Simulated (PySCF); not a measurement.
```xyz
5
charge 0 multiplicity 5, angstrom
Ru    0.0000    0.0000   -0.0120
O     1.8974   -0.1898   -0.0077
O    -1.8974    0.1898   -0.0081
H     2.3867   -0.7067    0.6595
H    -2.3869    0.7059    0.6595
```

Method: PySCF, UPBE, basis Ru def2-SVP with ECP28, O def2-SVP, H def2-SVP (scalar-relativistic core potentials, no spin–orbit coupling, density fitting).

This geometry of Ru(OH)₂ is a stationary point at this level.

Problem. What is the point group?

Solution. C2.

Problem. Is it a minimum?

Solution. Yes: all harmonic wavenumbers are real.

Problem. Which band is strongest in the infrared?

Solution. 550 cm⁻¹ (b), 268 km/mol.

Problem. What are the dipole moment and the gap between the highest occupied and lowest empty levels of either spin?

Solution. 1.95 D and 0.89 eV.

Problem. Give the atomic charges and bond orders.

Solution. 
| atom | Mulliken | Löwdin | polar tensor | spin (Mulliken) | Mayer order to Ru1 |
| --- | --- | --- | --- | --- | --- |
| Ru1 | 0.43 | 0.06 | 0.86 | 3.48 | – |
| O2,3 | -0.41 | -0.13 | -0.72 | 0.25 | 1.18 |
| H4,5 | 0.20 | 0.10 | 0.29 | 0.01 | 0.03 |
Other Mayer orders above 0.3: O–H 0.94 (×2).

This need not be the most stable arrangement of these atoms. Other spin states or occupations of the open shell can lie lower.
